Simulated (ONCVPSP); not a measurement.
Transferability test, ONCV potential for Ge

| Quantity | Value |
| --- | --- |
| Element | Ge |
| Generator | ONCVPSP 4.0.1 |
| Type | optimised norm-conserving Vanderbilt (ONCV) |
| Functional | LDA (Perdew-Wang 92) |
| Relativity | scalar-relativistic |
| Frozen core | [Ar] 3d10 |
| Valence charge | 4 |
| Reference configuration | 4s2 (charge +2) |
| Partial waves | 4s: rc 1.75 bohr, ncon 4, nbas 9, qcut 2.9 1/bohr, 2 projectors, debl 3.7 Ha; p scattering state at 0.03 Ha: rc 1.75 bohr, ncon 4, nbas 9, qcut 4.1 1/bohr, 2 projectors, debl 2 Ha |
| Local potential | polynomial inside 1.40 bohr (lpopt 5, dvloc0 0 Ha) |
| Core correction | Teter function fitted to the true core (icmod 2), fcfact 0.3 |

In the p channel the program set the typed energies aside and used 0.050, 2.050 Ha.

Energies are relative to the spin-unpolarised reference configuration 4s2; without spin polarisation the order of configurations can differ from experiment.

```csv
valence configuration,charge,ΔE all-electron (eV),error AE − PS (meV)
4s2 4p2,0,-23.340,+23
4s2 4p1.5,+0.5,-20.455,+18
```

(1) What are ΔE and the potential's error for 4s2 4p1?

(2) What are ΔE and the potential's error for 4s1?

Levels in the configuration 4s2 4p2:

```
level  all-electron (eV)  pseudo (eV)
   4s            -11.946      -11.912
   4p             -4.047       -4.056
```

Note: no bound ghost flagged; GHOST(+) flagged for s at 111.1 eV.

## Answers

(1) ΔE = -15.710 eV all-electron; the error (AE − PS) is +13 meV.

(2) ΔE = 35.215 eV all-electron; the error (AE − PS) is -65 meV.
